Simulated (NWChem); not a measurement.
# MgSiH₃F; SMILES [F][Mg][SiH3]

Computed with NWChem. Pople sets run with spherical d functions. Each level has its own optimisation; frequencies are unscaled.

| level | r F–Mg (Å) | r Mg–Si (Å) | r H–Si (Å) | highest harmonic frequency (cm⁻¹) | lowest (cm⁻¹) | zero-point energy (kcal/mol) | dipole (D) |
|---|---|---|---|---|---|---|---|
| LDA (Slater exchange, VWN5)/def2-SVP | … | … | … | … | … | … | … |
| Hartree-Fock/3-21G | 1.725 | 2.568 | 1.497 | 2227 | 74 | 16.9 | 0.62 |
| B3LYP/6-31G* | 1.745 | 2.566 | 1.494 | 2211 | 107 | 16.4 | 0.92 |

Q: Complete the blanks.

A: 
- LDA (Slater exchange, VWN5)/def2-SVP, r F–Mg (Å): 1.758
- LDA (Slater exchange, VWN5)/def2-SVP, r Mg–Si (Å): 2.528
- LDA (Slater exchange, VWN5)/def2-SVP, r H–Si (Å): 1.510
- LDA (Slater exchange, VWN5)/def2-SVP, highest harmonic frequency (cm⁻¹): 2148
- LDA (Slater exchange, VWN5)/def2-SVP, lowest (cm⁻¹): 114
- LDA (Slater exchange, VWN5)/def2-SVP, zero-point energy (kcal/mol): 15.8
- LDA (Slater exchange, VWN5)/def2-SVP, dipole (D): 1.47
